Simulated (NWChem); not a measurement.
## Total energies of ClGa

```
Ga
Cl 1 2.2332
```
Charge 0, spin multiplicity 1.

The numbers come from NWChem runs, not from measurements. The geometry was optimised at B3LYP/def2-SVP, a minimum by its harmonic frequencies.

Basis set: def2-TZVP (85 functions).

```
method     total energy (Ha)  relative cost
---------  -----------------  -------------
RHF              -2382.83361              1
MP2              -2383.21432        under 3
B2PLYP           -2384.63983              3
PBE              -2384.65610        under 3
B3LYP            -2385.20260        under 3
BHandHLYP        -2385.11102        under 3
CCSD(T)          -2383.24791             60
```

Total energies of different functionals aren't comparable as a measure of quality: only differences taken within one method are. The cost column gives rough processor time relative to RHF; each entry includes its own SCF.

The Hamiltonian is non-relativistic. The correlated methods keep 14 core orbitals frozen. B3LYP has NWChem's definition, with VWN1-RPA local correlation. The structure started from a generated list of species. Coupled-cluster values serve here as a point of comparison, not as the truth.
